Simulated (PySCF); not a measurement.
dimethylether (C$_{2}$H$_{6}$O), singlet, geometry from GFN2-xTB. Base run: CCSD(T)/STO-3G run with PySCF.

Input for PySCF:
```python
from pyscf import gto, scf, cc

mol = gto.M(
    atom='''
C     0.000999    1.168731   -0.198484
O    -0.016288    0.002183    0.581813
C     0.009862   -1.170187   -0.189459
H    -0.021618    2.008493    0.492846
H     0.909599    1.224719   -0.811800
H    -0.872295    1.217775   -0.861658
H    -0.006410   -2.004736    0.508331
H    -0.863015   -1.230964   -0.852209
H     0.918878   -1.224019   -0.802352
''',
    basis='sto-3g',
    charge=0,
    spin=0,
    verbose=4,
)

mf = scf.RHF(mol)
mf.kernel()

mycc = cc.CCSD(mf)
mycc.kernel()
et = mycc.ccsd_t()
print('E(CCSD(T)) = %.10f' % (mycc.e_tot + et))
```

Each row names what was changed in the base input (with any setting that the change needs).

```json
[
 {"change": "base", "ΔE vs base (mEh)": "0.000", "MP2 correlation (Eh)": "-0.13995", "CC correlation without the perturbative part (Eh)": "-0.18651", "basis functions": "21"},
 {"change": "cc.direct = True", "ΔE vs base (mEh)": "0.000", "MP2 correlation (Eh)": "-0.13995", "CC correlation without the perturbative part (Eh)": "-0.18651", "basis functions": "21"},
 {"change": "frozen = 2", "ΔE vs base (mEh)": "0.572", "MP2 correlation (Eh)": "-0.13930", "CC correlation without the perturbative part (Eh)": "-0.18594", "basis functions": "21"},
 {"change": "cc.level_shift = 0.2", "ΔE vs base (mEh)": "0.000", "MP2 correlation (Eh)": "-0.13995", "CC correlation without the perturbative part (Eh)": "-0.18651", "basis functions": "21"},
 {"change": "method = mp2", "ΔE vs base (mEh)": "(withheld)", "MP2 correlation (Eh)": "-0.13995", "CC correlation without the perturbative part (Eh)": "-", "basis functions": "21"},
 {"change": "frozen = 4", "ΔE vs base (mEh)": "(withheld)", "MP2 correlation (Eh)": "(withheld)", "CC correlation without the perturbative part (Eh)": "(withheld)", "basis functions": "21"},
 {"change": "cc.diis_space = 10", "ΔE vs base (mEh)": "0.000", "MP2 correlation (Eh)": "-0.13995", "CC correlation without the perturbative part (Eh)": "-0.18651", "basis functions": "21"},
 {"change": "cart = on", "ΔE vs base (mEh)": "0.000", "MP2 correlation (Eh)": "-0.13995", "CC correlation without the perturbative part (Eh)": "-0.18651", "basis functions": "21"},
 {"change": "cc.conv_tol = 1e-5", "ΔE vs base (mEh)": "0.000", "MP2 correlation (Eh)": "-0.13995", "CC correlation without the perturbative part (Eh)": "-0.18651", "basis functions": "21"},
 {"change": "method = cisd", "ΔE vs base (mEh)": "(withheld)", "MP2 correlation (Eh)": "-", "CC correlation without the perturbative part (Eh)": "-", "basis functions": "21"}
]
```

### Question
Some entries are withheld; supply them.

### Answer

- method = mp2, ΔE vs base (mEh): 48.175
- frozen = 4, ΔE vs base (mEh): 19.457
- frozen = 4, MP2 correlation (Eh): -0.12434
- frozen = 4, CC correlation without the perturbative part (Eh): -0.16720
- method = cisd, ΔE vs base (mEh): 14.796
